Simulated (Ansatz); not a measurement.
Two isomers of C2H6FNOSi: A = `C=C[Si](N)(O)F`, B = `N[Si]1(F)COC1`.

Program: Ansatz. Geometries: PBE0-D4/def2-TZVP. ΔE: electronic, gas phase. CCSD(T)/CBS is the MP2 limit (def2-TZVPP, def2-QZVPP) plus CCSD(T) − MP2 in def2-TZVPP, frozen cores. Functionals use def2-TZVPP. B3LYP here is the variant with VWN-RPA as its local correlation; programs differ in this. Each species was taken in one conformer, which may not be the lowest.

Problem. Which is lower in electronic energy at CCSD(T)/CBS, and by how much? (An estimate is asked.)

Solution. The calculation gave: A, by 235.5 kJ/mol.

Problem. Give E(B) − E(A) in kJ/mol with MP2/def2-TZVPP, PBE0-D4, ωB97M-V, B3LYP, CCSD(T)/def2-TZVPP, r2SCAN-D4, B2PLYP. (An estimate is asked.)

Solution. The calculation gave: MP2/def2-TZVPP 235.6, PBE0-D4 207.6, ωB97M-V 221.9, B3LYP 226.7, CCSD(T)/def2-TZVPP 233.6, r2SCAN-D4 221.0, B2PLYP 231.9. None reverses the order clearly.

Largest T1 diagnostic: 0.011.

In def2-TZVPP, CCSD(T) changes the Hartree–Fock value by −19.7 kJ/mol (the triples alone add −1.5 kJ/mol) and MP2 by −17.7 kJ/mol. From PBE to PBE0 (25 % exact exchange), in def2-TZVPP and without D4, E(B) − E(A) moves by +5.6 kJ/mol.
